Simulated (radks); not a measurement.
The platinum anion Pt2-, [Hg], held by a Watson sphere: a shell of charge +2 at radius R that stands for the Madelung well of a crystal (potential energy -2/R inside, -2/r outside, in hartree with lengths in bohr). Method: scalar-relativistic Kohn-Sham, PBE, spin-unpolarised, spherical densities, finite nucleus; Fermi nuclear charge, rms radius of each element as measured or else 0.836 A^(1/3) + 0.57 fm; computed with a radial shooting solver on a logarithmic mesh with Libxc functionals. Response by self-consistent Sternheimer equations with the Hartree and adiabatic LDA kernel, the relativistic mass of each level held fixed and spin-orbit coupling left out. The sphere does not respond.

\begin{tabular}{lrrrrrrr}
R (bohr) & e(5p) (eV) & e(6s) (eV) & e(5d) (eV) & <r> 5d (bohr) & sum of <r^2> (bohr^2) & X-ray form factor at sin(theta)/lambda = 0.3 1/angstrom & alpha (bohr^3) \\ \hline
3.22 & -54.130 & -6.323 & -5.050 & 1.848 & 84.08 & 58.428 & 64.69 \\
3.88 & -53.245 & -5.357 & -3.983 & 1.888 & 90.23 & 58.464 & 88.94 \\
4.57 & -52.470 & -4.454 & -3.096 & 1.918 & 96.48 & 58.483 & 123.8 \\
5.06 & -52.006 & -3.906 & -2.583 & 1.935 & 100.9 & 58.490 & 156.9 \\
6.27 & -51.135 & -2.860 & -1.646 & 1.972 & 112.6 & 58.500 & 289.5 \\
\end{tabular}
